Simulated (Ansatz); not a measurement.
Start from `CC(C)CCl` and change one atom or group to get `CC(C)O[SiH3]`.

Ansatz, PBE0-D4/def2-TZVP geometries, multiplicity 1. Each molecule was computed in one conformer, which needn't be the lowest.

```
                                                                                  property  `CC(C)CCl`
ideal-gas entropy at 298 K and 1 bar (rigid rotor, harmonic PBE0-D4/def2-TZVP) / J/(mol·K)         333
                                                   HOMO–LUMO gap (ωB97M-V/def2-TZVPP) / eV       12.96
                                          size of the dipole moment (B3LYP/def2-TZVPP) / D        2.03
                                                     LUMO energy (ωB97M-V/def2-TZVPP) / eV        2.38
                                                       HOMO–LUMO gap (PBE/def2-TZVPP) / eV        6.63
                                        size of the dipole moment (ωB97M-V/def2-TZVPP) / D        2.02
```

**Question.** Give the same properties after the change, and the shifts. (An estimate is asked.)

**Answer.** The calculation gave: 
```csv
property,`CC(C)O[SiH3]`,shift
"ideal-gas entropy at 298 K and 1 bar (rigid rotor, harmonic PBE0-D4/def2-TZVP) / J/(mol·K)",361,28
HOMO–LUMO gap (ωB97M-V/def2-TZVPP) / eV,12.42,-0.54
size of the dipole moment (B3LYP/def2-TZVPP) / D,1.22,-0.81
LUMO energy (ωB97M-V/def2-TZVPP) / eV,2.03,-0.35
HOMO–LUMO gap (PBE/def2-TZVPP) / eV,6.08,-0.55
size of the dipole moment (ωB97M-V/def2-TZVPP) / D,1.24,-0.78
```

With PBE0 the HOMO rises by 0.22 eV and the LUMO falls by 0.37 eV, so the gap narrows by about 0.59 eV. PBE moves the HOMO by 0.29 eV and ωB97M-V by 0.19 eV. The zero-point energy changes by 0.5 kJ/mol with +3 modes. Dipoles are sizes alone; their direction can turn. Modes under 60 cm⁻¹, often nearly free rotors, make the harmonic entropy too high.

B3LYP here is the variant with VWN-RPA as its local correlation; programs differ in this.
